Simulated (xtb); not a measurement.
CH₅NOPb, SMILES C[O][Pb][NH2] (connectivity only; charge and spin as stated), neutral, multiplicity 1. All values are semi-empirical tight-binding results from xtb (GFN2-xTB unless named), good for trends rather than for accurate numbers. The structure is a stationary point at GFN2-xTB. The values are those of a single conformer.

For metal compounds this method's bond lengths and energies can be far off.

Computed properties:
| Quantity | Result |
|---|---|
| orbital gap | 3.02 eV |
| zero-point energy | 39.4 kcal/mol |
| G − E(el) at 298.15 K (modified RRHO) | 18.6 kcal/mol |
